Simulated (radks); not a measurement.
Q: Species: As XV. Configuration: [Ar] 3d0.5 4f0.5 (fractional occupations, a model configuration). All-electron calculation, scalar-relativistic Kohn-Sham, PBE, spin-polarised, spherical densities, finite nucleus; open shells are filled with parallel spins first; Fermi nuclear charge, rms radius 4.0968 fm. Program: a radial shooting solver on a logarithmic mesh with Libxc functionals. Some entries of the table are withheld. Estimate them.

orbital,occ.,eigenvalue (eV),<r^2> (bohr^2)
1s down,1,-12192.90,0.002788
1s up,1,-12192.89,0.002788
2s up,1,-1965.762,0.04794
2s down,1,-1964.875,0.04790
2p up,3,-1783.691,0.03800
2p down,3,-1783.035,0.03796
3s up,1,-593.7463,(1)
3s down,1,-592.0189,(2)
3p up,3,-535.8819,0.3254
3p down,3,-534.1357,0.3253
3d up,0.5,-447.9342,0.2848
3d down,0,-446.0868,0.2847
4f up,0.5,-190.5258,(3)
4f down,0,-188.2855,(4)

A: 
(1) 3s up <r^2> (bohr^2): 0.3264
(2) 3s down <r^2> (bohr^2): 0.3264
(3) 4f up <r^2> (bohr^2): 1.362
(4) 4f down <r^2> (bohr^2): 1.344
